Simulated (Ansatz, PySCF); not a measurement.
Process, species as SMILES: O=[Si]=O [dioxosilane] + 4 [H][H] (H2) -> 2 O (H2O) + [SiH4] (SiH4)
Geometries: B3LYP-D3(BJ)/def2-TZVP minima from Ansatz (an electronic-structure program).

Property: energy of full hydrogenation (electronic energy difference), in kJ/mol. Valence correlation only, unless marked. No spin-orbit coupling. No relativistic terms. Basis-set limits of correlation are two-point, X^-3; Hartree-Fock from the larger set.

| level | program | energy of full hydrogenation (kJ/mol) |
|---|---|---|
| HF-D4/def2-TZVPD | PySCF + dftd4 | -318.0 |
| PBE-D3(BJ)/def2-TZVPD | Ansatz + dftd3 | -220.2 |
| BLYP-D4/def2-TZVPD | Ansatz + dftd4 | -170.3 |
| B3LYP-D4/def2-TZVPD | Ansatz + dftd4 | -223.3 |
| PBE0/STO-3G | Ansatz | -346.2 |
| PBE0-D4/def2-TZVPD | Ansatz + dftd4 | -272.6 |
| PBE0/def2-TZVPD | Ansatz | -272.8 |
| PW6B95-D3(BJ)/def2-TZVPD | PySCF + dftd3 | -238.5 |
| M06-2X/def2-TZVPD | PySCF | -233.3 |
| wB97X-V/def2-TZVPD | Ansatz | -259.4 |
| B2PLYP-D3(BJ)/def2-TZVPD | Ansatz + dftd3 | -205.6 |
| B2PLYP-D4/def2-TZVPD | Ansatz + dftd4 | -204.6 |
| CCSD(T)/aug-cc-pV(D+d)Z | Ansatz | -292.3 |
| CCSD(T) with core electrons (1s frozen past Ne)/cc-pwCVTZ | Ansatz | -216.5 |
| CCSD(T)/CBS(cc-pV(T+d)Z,cc-pV(Q+d)Z) | Ansatz | -232.9 |
